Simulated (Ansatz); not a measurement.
Ansatz (a first-principles code) input (PBE/def2-TZVP):

Ansatz 0.2 input:
```yaml
crystal:
  periodic: [false, false, false]
  atoms:
    - {symbol: B, position_ang: [-0.00000000, -0.00000000, -1.23654521]}
    - {symbol: Cl, position_ang: [0.00000000, 0.00000000, 0.36368977]}
basis:
  gaussian:
    orbitals: def2-TZVP
hamiltonian:
  xc: {name: PBE}
total_charge: 1
magnetization: {spin_polarized: true, initial_magnetization: 1}
relax: {f_tol: 0.003, max_steps: 100}
```

End of the output:

```
integrals: 0.01 GiB planned
425 factors; their error is unknown
mean field: 0.14 GiB planned
mean field evaluation 1: about -13178.1285 eV, gradient 2.8e1 eV
mean field evaluation 2: about -13166.4573 eV, gradient 5.6e1 eV
mean field evaluation 4: about -13181.5781 eV, gradient 3.7e0 eV
mean field evaluation 8: about -13181.6396 eV, gradient 5.8e-3 eV
mean field -13181.63959425 eV, -484.4163202526 hartree, gradient 7.1e-6 eV, S^2 0.758377; 0 other end points of the search recorded, 0 dependent functions left out
the calculation of the forces begins
reference -13181.63962594 eV, -484.4163214171 hartree; 11, 10 occupied and 57, 58 virtual orbitals, 425 factors
relax step   1: F+E_penalty+E_count = -13181.63959425 eV  Δ(F+E_penalty+E_count) = +0.000e0 eV  max|allowed force component| = 2.947e-1 eV/Å  Δτ_max = 0.0000 Å  (27 SCF iters, accepted)
these checks for a lower state are left out or cut short: starts, cluster_reference, orbital_swaps, neighbouring_geometries, increment
integrals: 0.01 GiB planned
425 factors; their error is unknown
mean field: 0.14 GiB planned
mean field evaluation 16: about -13181.6428 eV, gradient 1.3e-1 eV
mean field -13181.64037047 eV, -484.4163487781 hartree, gradient 1.8e-5 eV, S^2 0.758419; 0 other end points of the search recorded, 0 dependent functions left out
the calculation of the forces begins
reference -13181.64040216 eV, -484.4163499427 hartree; 11, 10 occupied and 57, 58 virtual orbitals, 425 factors
relax step   2: F+E_penalty+E_count = -13181.64037047 eV  Δ(F+E_penalty+E_count) = -7.762e-4 eV  max|allowed force component| = 1.590e-1 eV/Å  Δτ_max = 0.0017 Å  (24 SCF iters, accepted)
these checks for a lower state are left out or cut short: starts, cluster_reference, orbital_swaps, neighbouring_geometries, increment
integrals: 0.01 GiB planned
425 factors; their error is unknown
mean field: 0.14 GiB planned
mean field -13181.64069490 eV, -484.4163607007 hartree, gradient 1.3e-5 eV, S^2 0.758467; 0 other end points of the search recorded, 0 dependent functions left out
the calculation of the forces begins
reference -13181.64072660 eV, -484.4163618655 hartree; 11, 10 occupied and 57, 58 virtual orbitals, 425 factors
relax step   3: F+E_penalty+E_count = -13181.64069490 eV  Δ(F+E_penalty+E_count) = -3.244e-4 eV  max|allowed force component| = 2.242e-3 eV/Å  Δτ_max = 0.0020 Å  (29 SCF iters, accepted)
integrals: 0.01 GiB planned
425 factors; their error is unknown
mean field: 0.14 GiB planned
mean field evaluation 32: about -13181.6407 eV, gradient 1.3e-5 eV
mean field -13181.64069490 eV, -484.4163607007 hartree, gradient 1.3e-5 eV, S^2 0.758467; 1 other end points of the search recorded, 0 dependent functions left out
the calculation of the forces begins
reference -13181.64072660 eV, -484.4163618655 hartree; 11, 10 occupied and 57, 58 virtual orbitals, 425 factors
Total energy: -13181.64072660 eV, -484.4163618655 hartree
Atom 0 at    -0.000000     0.000000    -1.240277 Å, force     0.000000     0.000000    -0.002242 eV/Å
Atom 1 at     0.000000    -0.000000     0.367421 Å, force    -0.000000    -0.000000     0.002242 eV/Å
Dipole moment:     0.000000     0.000000    -0.553921 e Å
```
